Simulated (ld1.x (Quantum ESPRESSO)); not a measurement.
Reading a pseudo-wave (iodine)

Columns: radius, all-electron u(r) and pseudo u(r) of the 4d shell (level -51.59 eV) of iodine in the configuration [Kr] 4d10 5s1 5p6; PBE, scalar-relativistic, ultrasoft scheme, ld1.x (Quantum ESPRESSO) 7.5.

| r (bohr) | all-electron | pseudo |
| --- | --- | --- |
| 0.098 | 0.3732 | -0.0068 |
| 0.195 | 0.6188 | -0.0509 |
| 0.292 | 0.3161 | -0.1558 |
| 0.390 | -0.1935 | -0.3254 |
| 0.488 | -0.6456 | -0.5371 |
| 0.585 | -0.9476 | -0.7508 |
| 0.682 | -1.1040 | -0.9280 |
| 0.780 | -1.1469 | -1.0383 |
| 0.878 | -1.1129 | -1.0674 |
| 0.975 | -1.0349 | -1.0250 |
| 1.072 | -0.9351 | -0.9361 |
| 1.170 | -0.8268 | -0.8274 |
| 1.268 | -0.7202 | -0.7202 |
| 1.365 | -0.6215 | -0.6215 |
| 1.463 | -0.5312 | -0.5312 |
| 1.560 | -0.4520 | -0.4520 |
| 1.658 | -0.3822 | -0.3822 |
| 1.755 | -0.3225 | -0.3225 |
| 1.852 | -0.2713 | -0.2713 |
| 1.950 | -0.2272 | -0.2272 |
| 2.047 | -0.1902 | -0.1902 |
| 2.145 | -0.1587 | -0.1587 |
| 2.242 | -0.1324 | -0.1324 |
| 2.340 | -0.1102 | -0.1102 |
| 2.438 | -0.0915 | -0.0915 |
| 2.535 | -0.0761 | -0.0761 |

Question: How many radial nodes do the two functions have?

Answer: The all-electron 4d function has n − l − 1 = 1; the pseudo-wave has 0, since the states of the same l below it are removed with the core.

Question: At about which radius was the pseudo-wave matched?

Answer: 1.25 bohr, where the columns begin to agree (steps of 0.10 bohr).

Question: Where does each function peak?

Answer: Outermost all-electron maximum near 0.78 bohr, pseudo maximum near 0.88 bohr (to the table’s step).

Question: Is the pseudo-wave norm-conserving?

Answer: No, it belongs to an ultrasoft set: the norm inside the radius is not constrained, and the difference is carried by the augmentation charge.
